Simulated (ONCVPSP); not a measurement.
## germanium (Ge), ONCV: configuration errors across variants

Ge (Z = 32), optimised norm-conserving Vanderbilt (ONCV), made with ONCVPSP 4.0.1 (PBE, scalar-relativistic). Core [Ne], reference 3s2 3p6 3d10 4s2 4p2. Waves: 3s+4s: rc 1.25 bohr, ncon 4, nbas 7, qcut 12.4 1/bohr, 2 projectors; 3p+4p: rc 1.10 bohr, ncon 4, nbas 7, qcut 15.4 1/bohr, 2 projectors; 3d: rc 0.70 bohr, ncon 5, nbas 10, qcut 22.8 1/bohr, 2 projectors, debl 2.8 Ha. Local part: polynomial inside 0.65 bohr (lpopt 2, dvloc0 -1 Ha). Core correction: Teter function, fcfact 4, rcfact 1.8.

All-electron excitation energies from the reference (eV): (1) 3s2 3p6 3d10 4s2 4p1 7.444; (2) 3s2 3p6 3d10 4s2 4p0 22.883; (3) 3s2 3p6 3d10 4s1 4p0 57.675; (4) 3s2 3p6 3d10 4s2 4p1.5 2.802.

1 further variants failed, have other tests or too few solved ones, and are left out.

Errors AE − PS in meV (a dash: test not solved or not reliable):

| change | (1) | (2) | (3) | (4) | bound ghosts | GHOST(+) flags above zero |
| --- | --- | --- | --- | --- | --- | --- |
| base | -0.4 | -1.4 | -4.0 | -0.1 | none | none |
| core correction Teter function, fcfact 5.2, rcfact 1.8 | -0.4 | -1.4 | -4.1 | -0.1 | none | none |
| all radii but the core radius scaled by about 1.19 (s 1.48, p 1.30, d 0.84 bohr); local potential polynomial inside 0.78 bohr (lpopt 2, dvloc0 -1 Ha) | -0.9 | -2.6 | -6.0 | -0.3 | none | none |
| local potential polynomial inside 0.65 bohr (lpopt 2, dvloc0 8 Ha) | -0.5 | -1.6 | -4.3 | -0.1 | none | none |
| core correction Teter function, fcfact 4, rcfact 1.48 | -0.4 | -1.4 | -4.0 | -0.1 | none | none |

Q: Give the same row for: p: rc 1.26.

A: -0.1, -0.8, -3.2, 0.0; bound ghosts: none; GHOST(+) flags above zero: none.
